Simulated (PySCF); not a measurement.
F6Si2, triplet, at the geometry of the source list (a higher spin typed on purpose: for a closed-shell molecule this is an excited state). Base run: MP2/STO-3G in PySCF.

Here is a job for PySCF.
```python
from pyscf import gto, scf, mp

mol = gto.Mole()
mol.atom = '''
    F     1.90460000   -0.27700000   -1.23620000
    Si    1.11560000   -0.06470000    0.11950000
    F     1.77810000    1.22330000    0.75800000
    F     1.60380000   -1.25280000    1.04440000
    Si   -1.11560000    0.06470000   -0.11950000
    F    -1.60380000    1.25280000   -1.04440000
    F    -1.77810000   -1.22330000   -0.75800000
    F    -1.90460000    0.27700000    1.23620000
'''
mol.basis = 'sto-3g'
mol.spin = 2
mol.verbose = 4
mol.build()

mf = scf.UHF(mol)
mf.kernel()

pt = mp.MP2(mf, frozen=16)
pt.kernel()
print('E(MP2) = %.10f' % pt.e_tot)
mf.analyze()
```

The base run was repeated with changes; each row names its change, and settings that it needs were set with it.

```csv
change,basis functions,E (Eh),MP2 correlation (Eh),SCF-reference HOMO (eV)
base,48,-1159.39496,-0.16486,-0.14
basis = 3-21G,80,-1169.04893,-0.81924,-5.33
basis = 6-31G,80,-1175.02543,-0.85405,-6.50
basis = pcseg-0,80,…,…,…
basis = pcseg-1,120,-1175.62032,-1.27613,-7.11
basis = pc-1,120,-1175.66695,-1.27701,-6.88
basis = cc-pVDZ,120,…,…,…
basis = 6-31G*,120,-1175.74342,-1.18525,-6.69
basis = def2-SVP,120,-1175.19185,-1.27719,-7.41
basis = 6-31G**,120,-1175.74342,-1.18525,-6.69
basis = def2-SV(P),120,-1175.19185,-1.27719,-7.41
basis = cc-pV(D+d)Z,…,…,…,…
```

Problem. What belongs in the gaps?

Solution. 
- basis = pcseg-0, E (Eh): -1172.81061
- basis = pcseg-0, MP2 correlation (Eh): -0.85123
- basis = pcseg-0, SCF-reference HOMO (eV): -6.49
- basis = cc-pVDZ, E (Eh): -1175.87465
- basis = cc-pVDZ, MP2 correlation (Eh): -1.28950
- basis = cc-pVDZ, SCF-reference HOMO (eV): -7.64
- basis = cc-pV(D+d)Z, basis functions: 130
- basis = cc-pV(D+d)Z, E (Eh): -1175.92185
- basis = cc-pV(D+d)Z, MP2 correlation (Eh): -1.29155
- basis = cc-pV(D+d)Z, SCF-reference HOMO (eV): -7.79

Totals compare only among sets that treat the same electrons; sets with core potentials leave the core out.

Open shells are given as the SCF converged; they aren't shown to be the lowest states, and a large step between rows can be another state.
